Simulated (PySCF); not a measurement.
MoO2Me2, C2H6MoO2 (singlet state).
SMILES: `[CH3][Mo]([CH3])(=[O])=[O]`

Method: PBE0-D3(BJ)/def2-SVP geometry optimisation, gas phase, def2 core potentials past Kr in PySCF 2.14.0.

Masses are those of the commonest isotopes; rigid-rotor values at the optimised geometry. 

What are A, B and C (MHz)?

Ia = 137.93, Ib = 163.23, Ic = 174.95 u·Å²; 505379 MHz·u·Å²/I gives A = 3664, B = 3096, C = 2889 MHz.

Classify the top.

An asymmetric top: κ = (2 × 3096 − 3664 − 2889)/(3664 − 2889) = -0.47.

What does the inertial defect say?

Not planar: Δ = Ic − Ia − Ib = -126.21 u·Å². For a rigid frame Δ = −2 Σ m c², so Σ m c² = 63.11 u·Å² lies off the ab plane: 3.30 from hydrogen and 59.81 from heavier atoms. The atom farthest from that plane is 1.41 Å away.

Which types of transition are allowed, and where do some lines up to J = 5 fall?

The dipole components are |μa| = 0.00 D, |μb| = 3.52 D, |μc| = 0.13 D. Intensities carry the squares of the components, which stand as 0.00 : 1.00 : 0.00 (a : b : c). Some lines, for components of 0.1 D or more:

| type | branch | J(Ka,Kc) | MHz | lower level (cm⁻¹) |
| --- | --- | --- | --- | --- |
| b | Q | 1(1,0) ← 1(0,1) | 775 | 0.200 |
| c | Q | 4(2,3) ← 4(1,3) | 1092 | 2.048 |
| b | Q | 3(1,2) ← 3(0,3) | 1482 | 1.190 |
| b | Q | 2(2,0) ← 2(1,1) | 1751 | 0.632 |
| b | Q | 4(1,3) ← 4(0,4) | 2152 | 1.976 |
| b | Q | 3(3,0) ← 3(2,1) | 3170 | 1.295 |
| b | R | 2(2,1) ← 1(1,0) | 13881 | 0.225 |
| c | R | 2(2,1) ← 1(1,1) | 14088 | 0.219 |
| b | R | 3(2,2) ← 2(1,1) | 19658 | 0.632 |
| c | R | 3(2,1) ← 2(1,1) | 19880 | 0.632 |
| b | R | 4(4,0) ← 3(3,1) | 28652 | 1.400 |
| b | R | 5(1,4) ← 4(2,3) | 29073 | 2.085 |
| c | R | 5(2,3) ← 4(1,3) | 32097 | 2.048 |
| b | R | 5(4,2) ← 4(3,1) | 34616 | 2.203 |
| b | R | 5(4,1) ← 4(3,2) | 34670 | 2.201 |
| c | R | 5(5,1) ← 4(4,1) | 35977 | 2.356 |

No PBE0-D3(BJ)/def2-SVP frequencies stand behind this structure, so it isn't proved a minimum. These are rigid-rotor constants of the computed structure; measured ground-state constants (B0) also hold zero-point vibration. A rigid rotor knows nothing of internal rotation, which can split or shift real lines.
